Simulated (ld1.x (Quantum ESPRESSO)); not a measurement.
## Reading a pseudo-wave (Fe)

Columns: radius, all-electron u(r) and pseudo u(r) of the 3d shell (level -8.24 eV) of iron in the configuration [Ar] 3d6 4s1.75 4p0.25; PBEsol, non-relativistic, PAW scheme, ld1.x (Quantum ESPRESSO) 7.5.

```
r (bohr)  all-electron  pseudo
   0.132        0.1278  0.0057
   0.265        0.4408  0.0434
   0.398        0.7088  0.1315
   0.530        0.8641  0.2661
   0.663        0.9226  0.4260
   0.795        0.9159  0.5746
   0.928        0.8725  0.6823
   1.060        0.8118  0.7302
   1.193        0.7442  0.7213
   1.325        0.6766  0.6741
   1.458        0.6116  0.6117
   1.590        0.5514  0.5514
   1.723        0.4959  0.4959
   1.855        0.4461  0.4461
   1.988        0.4008  0.4008
   2.120        0.3604  0.3604
   2.252        0.3242  0.3242
   2.385        0.2915  0.2915
   2.518        0.2621  0.2621
   2.650        0.2359  0.2359
   2.782        0.2124  0.2124
   2.915        0.1911  0.1911
   3.048        0.1719  0.1719
   3.180        0.1548  0.1548
   3.312        0.1394  0.1394
   3.445        0.1254  0.1254
```

Problem. How many radial nodes do the two functions have?

Solution. The all-electron 3d function has n − l − 1 = 0; the pseudo-wave has 0.

Problem. At about which radius was the pseudo-wave matched?

Solution. 1.55 bohr, where the columns begin to agree (steps of 0.13 bohr).

Problem. Is the pseudo-wave norm-conserving?

Solution. No, it belongs to a PAW set: the norm inside the radius is not constrained, and the difference is carried by the augmentation charge.
